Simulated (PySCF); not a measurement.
Delta-SCF ions had no search for a lower state. Excitations are Tamm–Dancoff values on a coarser integration grid. The basis has no diffuse functions, so Rydberg states are missing or too high.

# C2H3B, SMILES `B=C=C` (charge 0, multiplicity 1)

The numbers are results of PySCF with PBE0-D3(BJ)/def2-TZVP, not measurements.

```yaml
HOMO: -6.33 eV
dipole_moment: 0.65 D
HOMO–LUMO gap: 3.72 eV
LUMO: -2.62 eV
S1 excitation (TDA): 1.80 eV
S1 oscillator strength: 0.000
brightest of the four lowest singlets (TDA): 6.42 eV
T1 excitation (TDA): 1.32 eV
S1–T1 gap (TDA): 0.48 eV
vertical ionisation energy (Delta-SCF): 8.58 eV
total_energy: -102.6520 Ha
cost: very roughly 40 core-seconds
```

Bond lengths (Å): B1–C2 1.357, B1–H4 1.172, C2–C3 1.315, C3–H5 1.091, C3–H6 1.091. Bond angles (°): C2–B1–H4 180.0, B1–C2–C3 180.0, C2–C3–H5 122.2, C2–C3–H6 122.2, H5–C3–H6 115.6.
